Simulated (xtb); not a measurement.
HO2Si, SMILES [OH+]=[Si]=O, charge +1. All values are semi-empirical tight-binding results from xtb (GFN2-xTB unless named), good for trends rather than for accurate numbers. Geometry optimised at GFN2-xTB. The isomer is the one that the SMILES or the coordinates give; other isomers of the formula were not compared.

Computed properties:
```
Property                                        Result
--------------------------------------  --------------
point group as xtb finds it                         Cs
orbital gap                                    6.63 eV
zero-point energy                        10.1 kcal/mol
G − E(el) at 298.15 K (modified RRHO)    -4.6 kcal/mol
static polarisability (D4 model)            40.0 bohr³
solvation energy, GFN2-xTB/ALPB(water)  -66.4 kcal/mol
solvation energy, GFN2-xTB/ALPB(thf)    -56.4 kcal/mol
```
